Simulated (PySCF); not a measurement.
**Spinor energies of Te⁻ (tellurium, charge -1)**

Start: [Kr] 4d10 5s2 5p5; 5p1/2 filled at m_j = -1/2, +1/2; 5p3/2 filled at m_j = -1/2, +1/2, +3/2. Calculated with PySCF 2.14 in x2c-TZVPall-2c with one added diffuse shell each of s, p, d, f type (9s10p6d3f, 90 functions): generalised Hartree-Fock with the X2C-1e Hamiltonian and a Gaussian nucleus; one run each with spin-orbit coupling (SO) switched off, then screened by Boettger's factors.

```
spinor shell  electrons  ε, spin-free (eV)  ε, screened SO (eV)  weight of nominal j (screened SO)  rms radius, screened SO (bohr)
       1s1/2          2           -31965.7             -31962.3                              1.000                          0.0318
       2s1/2          2            -4993.4              -4992.3                              1.000                           0.130
       2p1/2          2            -4474.7              -4665.4                              1.000                           0.112
       2p3/2          4            -4474.7              -4388.3                              1.000                           0.117
       3s1/2          2            -1029.7              -1029.4                              1.000                           0.343
       3p1/2          2            -857.05              -893.59                              1.000                           0.336
       3p3/2          4            -857.05              -840.27                              1.000                           0.347
       3d3/2          4            -596.53              -602.84                              1.000                           0.320
       3d5/2          6            -596.53              -591.92                              1.000                           0.323
       4s1/2          2            -186.15              -185.98                              1.000                           0.815
       4p1/2          2            -130.16              -137.12                              1.000                           0.858
       4p3/2          4            -130.16              -126.83                              1.000                           0.887
       4d3/2          4            -45.927              -46.782                              0.999                            1.04
       4d5/2          6            -45.927              -45.151                              0.999                            1.05
       5s1/2          2            -13.656              -13.602                              0.999                            2.36
       5p1/2          2             -2.582               -3.197                              0.875                            3.07
       5p3/2          3             -2.582               -2.220                              0.917                            3.31
```

```tsv
quantity	spin-free	screened SO
E (hartree)	-6789.99879	-6791.89355
M_J	3/2	3/2
⟨J²⟩	3.777	3.776
⟨L²⟩	2.016	2.047
⟨S²⟩	0.760	0.787
```

Each row is a mean over spinors that exchange with the open shell spreads, by up to 2.109 eV (5s1/2).

Rows whose weight is well below 1 are mixtures of j = l ± 1/2: exchange outweighs spin-orbit coupling there, and the label is only the starting occupation.

Breit and QED terms are absent; they matter most for the inner s and p1/2 levels.

Densities and radii are taken from the X2C orbitals without a picture-change correction, which distorts them close to the nucleus.

Without spin-orbit coupling the j labels of p, d and f shells carry no meaning; the spin-free column gives the mean over the occupied spinors of each nl shell.
